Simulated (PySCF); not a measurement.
**`N#C/C(SC)=C/C(F)(F)F`, C$_{5}$H$_{4}$F$_{3}$NS**

Molfile (atoms numbered from 1):
```
C5H4F3NS
     RDKit          3D

 14 13  0  0  0  0  0  0  0  0999 V2000
    2.4274   -0.6996   -0.3748 C   0  0  0  0  0  0  0  0  0  0  0  0
    0.6455   -0.9836   -0.5978 S   0  0  0  0  0  0  0  0  0  0  0  0
   -0.0497    0.3861    0.2407 C   0  0  0  0  0  0  0  0  0  0  0  0
    0.8498    1.3000    0.8366 C   0  0  0  0  0  0  0  0  0  0  0  0
    1.5978    2.0261    1.3099 N   0  0  0  0  0  0  0  0  0  0  0  0
   -1.3745    0.6110    0.3454 C   0  0  0  0  0  0  0  0  0  0  0  0
   -2.3968   -0.2959   -0.2525 C   0  0  0  0  0  0  0  0  0  0  0  0
   -3.6384    0.1479   -0.0219 F   0  0  0  0  0  0  0  0  0  0  0  0
   -2.2752   -0.4185   -1.5881 F   0  0  0  0  0  0  0  0  0  0  0  0
   -2.3408   -1.5483    0.2394 F   0  0  0  0  0  0  0  0  0  0  0  0
    2.9172   -1.5267   -0.8800 H   0  0  0  0  0  0  0  0  0  0  0  0
    2.6800   -0.7079    0.6812 H   0  0  0  0  0  0  0  0  0  0  0  0
    2.7184    0.2409   -0.8326 H   0  0  0  0  0  0  0  0  0  0  0  0
   -1.7613    1.4681    0.8723 H   0  0  0  0  0  0  0  0  0  0  0  0
  1  2  1  0
  2  3  1  0
  3  4  1  0
  4  5  3  0
  3  6  2  0
  6  7  1  0
  7  8  1  0
  7  9  1  0
  7 10  1  0
  1 11  1  0
  1 12  1  0
  1 13  1  0
  6 14  1  0
M  END
```

Method: GIAO PBE/pcSseg-1 magnetisability, rotational g tensor and spin-rotation constants, non-relativistic, gas phase in PySCF 2.14.0. Geometry: GFN2-xTB.

(1) Give the nuclear spin-rotation constants along the inertial axes (H = +C I·J) beside the isotropic shieldings.

## Answers

(1) Rotational constants 2.0069, 0.7344, 0.5953 GHz. A star marks the isotopologue with that one atom substituted, in its own axes.
```csv
atom,isotope,Caa (kHz),Cbb (kHz),Ccc (kHz),mean (kHz),σ (ppm)
N5,14N,0.255,0.117,0.136,0.169,-63.9
F8,19F,2.297,1.113,0.872,1.427,230.9
F9,19F,3.452,0.938,0.688,1.693,229.3
F10,19F,3.442,0.944,0.691,1.692,228.9
H11,1H,-0.192,0.014,-0.072,-0.083,29.4
H12,1H,-0.172,-0.056,-0.013,-0.080,28.8
H13,1H,-0.173,-0.055,-0.013,-0.081,28.8
H14,1H,-0.198,0.074,-0.076,-0.067,25.3
C1,13C*,0.276,0.114,0.100,0.164,159.5
S2,33S*,0.766,0.170,0.167,0.368,410.9
C3,13C*,0.800,0.297,0.096,0.398,50.1
C4,13C*,0.321,0.213,0.263,0.266,66.0
C6,13C*,0.664,0.330,0.103,0.366,53.2
C7,13C*,0.665,0.237,0.187,0.363,45.7
```
For the geometry as given, no vibrational averaging.
